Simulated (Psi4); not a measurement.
A dimer, HCl ··· Br- (SMILES Cl and [Br-]) (charge -1); the first 2 atoms form monomer A.

```
3

Cl     0.6410     0.0000     0.0000
H     -0.6410     0.0000     0.0000
Br    -2.6856     0.0000     0.0000
```

Task: What interaction energy does SAPT0/jun-cc-pVDZ, frozen core run with Psi4 give, and which attractive term is the largest?

Result: Total -65.18 kJ/mol: electrostatics -111.21, exchange 130.97, induction -66.20, dispersion -18.74. The most attractive term is electrostatics.
